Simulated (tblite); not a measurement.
Species: C₈H₁₃P.
Structure used (GFN2-xTB), in Å, numbered top down from 1:
```xyz
22
C8H13P angstrom
C     -3.7443   -0.2495   -0.6782
C     -2.7705    0.0640    0.1567
C     -1.3176   -0.0336   -0.1603
C     -0.4961   -0.8638    0.8491
P      0.8732    0.4195    0.9249
C      1.8291   -0.1379   -0.5463
C      3.1985   -0.7120   -0.3125
C      3.0575    0.6424   -0.9216
C     -0.5328    1.2824    0.0263
H     -4.7827   -0.1625   -0.4064
H     -3.5427   -0.6094   -1.6742
H     -2.9985    0.4244    1.1524
H     -1.1947   -0.4183   -1.1752
H     -0.2010   -1.8587    0.5189
H     -1.0006   -0.9501    1.8125
H      1.2470   -0.5622   -1.3580
H      3.5552   -0.7729    0.7056
H      3.5223   -1.5317   -0.9368
H      3.3204    1.4989   -0.3177
H      3.2829    0.7649   -1.9709
H     -0.2669    1.8116   -0.8874
H     -1.0480    1.9738    0.6948
```

Computed with GFN2-xTB (tblite): harmonic, unscaled wavenumbers at the GFN2-xTB geometry, gas phase. Against measured fundamentals such values can be off by several per cent, at times by over 20. One conformer, not necessarily the lowest.

Harmonic wavenumbers (cm⁻¹): 31.3, 54.7, 63.6, 143.2, 180.6, 256.4, 276.7, 318.7, 339.4, 423.1, 571.5, 641.4, 651.0, 717.5, 744.0, 755.8, 804.1, 834.2, 850.3, 890.2, 897.1, 959.0, 987.7, 995.2, 996.0, 1024.5, 1029.2, 1064.2, 1067.8, 1068.7, 1083.4, 1089.2, 1151.6, 1162.8, 1167.5, 1199.5, 1216.9, 1250.6, 1271.1, 1313.7, 1325.5, 1420.8, 1436.3, 1439.5, 1442.9, 1480.2, 1711.4, 2955.6, 2973.1, 2977.7, 2988.7, 2991.2, 2999.9, 3047.7, 3076.8, 3077.5, 3078.8, 3095.7, 3096.3, 3121.4.

A = 3694, B = 678.1, C = 669.1 MHz; mass 140.075 u (most abundant isotopes); point group C1, symmetry number 1.

What is the zero-point energy?

Half the sum of the wavenumbers: 40640 cm⁻¹ = 486.17 kJ/mol.

What is S at 350 K and 1 bar for an ideal gas of classical rigid rotors and harmonic oscillators?

Translation 173.83, rotation 126.02, vibration 151.95: S = 451.8 J/(mol K).

And Cp and H(350 K) − H(0)?

Cp = 194.50 J/(mol K), of which vibrations give 161.25 (their classical limit is 60 R = 498.9); H(350 K) − H(0) = 38.54 kJ/mol without the zero-point energy, 26.90 from vibrations.

What must be added to the electronic energy to get the Gibbs energy at 350 K and 1 bar?

ZPE + [H(350 K) − H(0)] − T·S = 486.17 + 38.54 − 158.13 = 366.58 kJ/mol.

How do the functions run with temperature in this model?

| T (K) | S (J/(mol K)) | Cp (J/(mol K)) | H − H(0) (kJ/mol) | G − H(0) (kJ/mol) | ln q(vib) |
| --- | --- | --- | --- | --- | --- |
| 100 | 301.9 | 77.8 | 5.69 | -24.50 | 2.41 |
| 200 | 367.3 | 116.7 | 15.35 | -58.11 | 5.12 |
| 300 | 423.9 | 167.7 | 29.49 | -97.69 | 7.72 |
| 500 | 533.5 | 264.8 | 73.23 | -193.53 | 13.06 |
| 800 | 679.6 | 355.3 | 167.55 | -376.15 | 21.18 |
| 1000 | 763.3 | 394.0 | 242.68 | -520.61 | 26.35 |

q(vib) and H(0) count from the zero-point level.

Blend soft modes into free rotors: weight 1/[1 + (100 cm⁻¹/ν̃)⁴] for the oscillator and the rest for a rotor with moment μB/(μ + B), μ = h/(8π²ν), B = 10⁻⁴⁴ kg m². What vibrational entropy results?

134.30 J/(mol K) in place of 151.95, which changes −T·S at 350 K by +6.18 kJ/mol.

Which modes carry the vibrational entropy at 350 K?

31.3 cm⁻¹: 25.37; 54.7 cm⁻¹: 20.74; 63.6 cm⁻¹: 19.49; 143.2 cm⁻¹: 12.84; 180.6 cm⁻¹: 10.98; 256.4 cm⁻¹: 8.25 J/(mol K); the other 54 give 54.28 together.

Hindered rotation and anharmonicity are outside this model. Other conformers, if any are populated, would add a mixing term that is left out.
